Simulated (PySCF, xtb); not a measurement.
C5H7F, SMILES C(/C=C\F)C=C. Other conformers were not sampled.

Harmonic wavenumbers (cm⁻¹) from GFN2-xTB in xtb at its own minimum, in rising order: 41, 64, 206, 241, 419, 460, 627, 643, 780, 871, 897, 907, 965, 996, 1023, 1064, 1125, 1184, 1226, 1262, 1291, 1319, 1414, 1455, 1712, 1728, 2966, 2979, 3060, 3080, 3096, 3099, 3125.

Q: What does PBE-D3(BJ)/def2-SVP run with PySCF give at its own minimum? (An estimate is asked for; the answer gives what the named calculation found.)

A: 53, 86, 212, 246, 409, 480, 635, 662, 754, 868, 896, 897, 933, 978, 994, 1057, 1115, 1192, 1223, 1249, 1268, 1354, 1376, 1395, 1669, 1700, 2962, 3020, 3064, 3076, 3110, 3132, 3166. Paired by order, the mean absolute difference is 19 cm⁻¹ and the zero-point energies are 64.8 and 64.7 kcal/mol.
